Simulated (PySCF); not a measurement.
# How exact exchange moves a shielding

Molecule: `C[NH][GeH2][AsH2]`, CH8AsGeN.

Molfile (atoms numbered from 1):
```
CH8AsGeN
     RDKit          3D

 12 11  0  0  0  0  0  0  0  0999 V2000
   -1.5818   -0.8897    0.0369 C   0  0  0  0  0  0  0  0  0  0  0  0
   -1.2228    0.4723    0.3474 N   0  0  0  0  0  0  0  0  0  0  0  0
    0.4583    1.1098   -0.0184 Ge  0  0  0  0  0  4  0  0  0  0  0  0
    1.9935   -0.2224    1.3091 As  0  0  0  0  0  3  0  0  0  0  0  0
   -2.5237   -1.1689    0.5379 H   0  0  0  0  0  0  0  0  0  0  0  0
   -1.7009   -1.1135   -1.0436 H   0  0  0  0  0  0  0  0  0  0  0  0
   -0.8118   -1.5790    0.4228 H   0  0  0  0  0  0  0  0  0  0  0  0
   -1.9662    1.1351    0.1502 H   0  0  0  0  0  0  0  0  0  0  0  0
    0.4738    2.5766    0.4507 H   0  0  0  0  0  0  0  0  0  0  0  0
    0.8366    1.0469   -1.5237 H   0  0  0  0  0  0  0  0  0  0  0  0
    3.1897    0.5571    0.7669 H   0  0  0  0  0  0  0  0  0  0  0  0
    2.1337   -1.2723    0.2095 H   0  0  0  0  0  0  0  0  0  0  0  0
  1  2  1  0
  2  3  1  0
  3  4  1  0
  1  5  1  0
  1  6  1  0
  1  7  1  0
  2  8  1  0
  3  9  1  0
  3 10  1  0
  4 11  1  0
  4 12  1  0
M  END
```

GIAO shieldings (ppm, equivalent atoms averaged) in PySCF 2.14.0 with density-fitted response routines on the PBE0-D3(BJ)/def2-SVP geometry, basis pcSseg-1, gas phase, non-relativistic:

| functional | exact exchange (%) | σ(C1) | σ(N2) | σ(Ge3) | σ(As4) |
| --- | --- | --- | --- | --- | --- |
| BLYP | 0 | 139.1 | 231.0 | 1306.5 | 1812.8 |
| BP86 | 0 | 144.0 | 238.0 | 1322.1 | 1858.9 |
| PBE | 0 | 144.7 | 238.4 | 1330.7 | 1870.9 |
| PBE0 | 25 | 150.5 | 250.9 | 1396.0 | 1931.7 |
| mPW1PW91 | 25 | 149.5 | 249.5 | 1388.8 | 1919.1 |
| BHandHLYP | 50 | 151.0 | 255.4 | 1439.2 | 1936.1 |
| HF | 100 | 160.5 | 272.0 | 1565.6 | 2039.7 |

Question: Fit each shielding as a line in the percentage of exact exchange.

Answer: σ(C1) = 143.5 + 0.17 x (rms 2.2 ppm); σ(N2) = 237.6 + 0.36 x (rms 3.2 ppm); σ(Ge3) = 1323.0 + 2.44 x (rms 8.7 ppm); σ(As4) = 1856.3 + 1.88 x (rms 22.0 ppm). The functionals also differ in their semilocal parts, which the line can't hold; Hartree–Fock has no correlation at all.

Question: What does the line predict for B3LYP (20 %), and what does the run give?

Answer: σ(C1): 146.9 predicted, 144.5 computed; σ(N2): 244.8 predicted, 242.3 computed; σ(Ge3): 1371.8 predicted, 1359.8 computed; σ(As4): 1893.9 predicted, 1866.2 computed ppm.
